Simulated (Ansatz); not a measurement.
Relaxation of GeHBr3 with RKS r2SCAN-D4/def2-SVP.

```sh
$ ansatz run in.yaml --threads 4 --pin off --events-out ev --progress --plain --max-ram 3916MiB
```

```yaml
crystal:
  periodic: [false, false, false]
  atoms:
    - {symbol: Ge, position_ang: [-0.001010, -0.001910, 0.139660]}
    - {symbol: H, position_ang: [0.006900, -0.014260, 1.670720]}
    - {symbol: Br, position_ang: [2.182210, 0.011160, -0.612250]}
    - {symbol: Br, position_ang: [-1.097240, 1.895780, -0.582690]}
    - {symbol: Br, position_ang: [-1.090870, -1.890760, -0.615440]}
basis:
  gaussian: {orbitals: def2-SVP}
hamiltonian: {xc: r2scan, dispersion: d4}
scf: {lower_state_search: "off"}
output: {orbitals: {seedname: orbitals}}
relax: {f_tol: 0.02, max_steps: 100}
```

Hardware: 4 threads of Intel Xeon on a shared host. Wall time 13 s.

Positions (Å) and forces (eV/Å) at steps 1, 3 of 3:

```xyz
5
step=1 energy=-266643.8513 eV
Ge   -0.001   -0.002    0.140    0.024    0.003    0.018
H     0.007   -0.014    1.671   -0.004   -0.002   -0.049
Br    2.182    0.011   -0.612   -0.228   -0.004    0.014
Br   -1.097    1.896   -0.583    0.102   -0.186    0.006
Br   -1.091   -1.891   -0.615    0.106    0.189    0.011
5
step=3 energy=-266643.8592 eV
Ge    0.000   -0.001    0.159    0.002    0.000   -0.001
H     0.007   -0.014    1.687   -0.001    0.000   -0.002
Br    2.158    0.010   -0.624   -0.002    0.000    0.001
Br   -1.086    1.874   -0.595    0.001   -0.001    0.001
Br   -1.078   -1.868   -0.627    0.001    0.002    0.001
```
